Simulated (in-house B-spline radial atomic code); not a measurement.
Successive ionisation energies of vanadium; each step leads to the configuration of the next row (after the last: bare). NIST's values go from ground level to ground level; the uncertainty of those that are theory runs from under 0.1 % in few-electron ions to several per cent in heavy many-electron ones. Computed with an all-electron radial atomic-structure program (B-spline basis): non-relativistic Hartree-Fock, average of the configuration, point nuclei.

| ion | configuration | ionisation energy (eV) | tabulated value (eV) | tabulated kind | computed minus tabulated (eV) | highest orbital | largest mean radius (bohr) |
| --- | --- | --- | --- | --- | --- | --- | --- |
| V5+ | [Ne] 3s2 3p6 | 127.2 | 128.125 | measured | -1 | 3p | 0.949 |
| V6+ | [Ne] 3s2 3p5 | 150.5 | 150.72 | semi-empirical | 0 | 3p | 0.92269 |
| V7+ | [Ne] 3s2 3p4 | 174.8 | 173.55 | semi-empirical | 1 | 3p | 0.89873 |
| V8+ | [Ne] 3s2 3p3 | 200.1 | 206 | semi-empirical | -6 | 3p | 0.8764 |
| V9+ | [Ne] 3s2 3p2 | 226.4 | 230.5 | semi-empirical | -4 | 3p | 0.85546 |
| V10+ | [Ne] 3s2 3p1 | 253.6 | 254.8 | semi-empirical | -1 | 3p | 0.83575 |
| V11+ | [Ne] 3s2 | 303.8 | 308.5 | semi-empirical | -5 | 3s | 0.82026 |
| V12+ | [Ne] 3s1 | 333.8 | 336.274 | semi-empirical | -3 | 3s | 0.80516 |
| V13+ | [He] 2s2 2p6 | 895.3 | 896 | measured | -1 | 2p | 0.30466 |
| V14+ | [He] 2s2 2p5 | 979.8 | 977.2 | semi-empirical | 3 | 2p | 0.3002 |
| V15+ | [He] 2s2 2p4 | 1067.2 | 1062.9 | semi-empirical | 4 | 2p | 0.29585 |
| V16+ | [He] 2s2 2p3 | 1157.4 | 1165.2 | semi-empirical | -8 | 2p | 0.29161 |
| V17+ | [He] 2s2 2p2 | 1250.5 | 1258.9 | semi-empirical | -8 | 2p | 0.28748 |
| V18+ | [He] 2s2 2p1 | 1346.4 | 1354.2 | semi-empirical | -8 | 2p | 0.28345 |
| V19+ | [He] 2s2 | 1468.6 | 1486.7 | semi-empirical | -18 | 2s | 0.27952 |
| V20+ | [He] 2s1 | 1557.1 | 1569.656 | tabulated theory | -13 | 2s | 0.27592 |
| V21+ | 1s2 | 6809.3 | 6851.311 | tabulated theory | -42 | 1s | 0.0663 |
| V22+ | 1s1 | 7197.4 | 7246.126 | tabulated theory | -49 | 1s | 0.065217 |

Question: Where is the largest jump?

Answer: From V20+ to V21+, by a factor of 4.37 (1557.1 to 6809.3 eV); the highest orbital goes from 2s to 1s.

Question: How far is this level of theory from the measured and semi-empirical values?

Answer: Over those 15 rows the differences run from -18.1 to +4.28 eV (mean absolute value 4.7 eV). The calculation leaves out relativity, correlation and, in open shells, the multiplet splittings that an average leaves out.
